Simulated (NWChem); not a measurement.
Molecule: C2H2BF3; SMILES F/C=C\B(F)F

```xyz
8

F     -0.5849     1.9768     0.0000
C      0.6608     1.5441     0.0000
C      0.9914     0.2491     0.0000
B     -0.0139    -0.9227     0.0000
F     -1.3219    -0.7504     0.0000
F      0.4218    -2.1721     0.0000
H      1.3775     2.3739     0.0000
H      2.0641     0.0388     0.0000
```
Atoms are numbered in this order, from 1.

All runs: NWChem. All runs use the structure optimised with PBE0/def2-SVP. Vzz is the largest principal value of the second derivative of the potential at the nucleus (NWChem prints the opposite sign); η is the asymmetry. Non-relativistic.

For level PBE/def2-SVP:

* **Vzz B4 (a.u.)**: 0.272

Question: How do the values read with level B3LYP/def2-SVP instead?

Answer: 
| Item | Value |
|---|---|
| Vzz B4 (a.u.) | 0.303 |
